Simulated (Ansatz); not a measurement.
C₂H₄F, SMILES C[CH]F, multiplicity 2.

Geometry: B3LYP-D3(BJ)/def2-TZVP. The isomer is the one that the SMILES or the coordinates give; other isomers of the formula were not compared.

Two levels are set side by side: PBE/def2-TZVPD (Ansatz, a quantum-chemistry and plane-wave program) and CAM-B3LYP/def2-TZVPD (Ansatz). Energy differences of separate SCF runs at the same geometry; the states with an electron removed or added have multiplicity 1 and 1. Differences are taken from unrounded values.

```
quantity                         CAM-B3LYP   PBE  PBE minus CAM-B3LYP
-------------------------------  ---------  ----  -------------------
vertical ionisation energy (eV)       8.68  8.37                -0.31
```
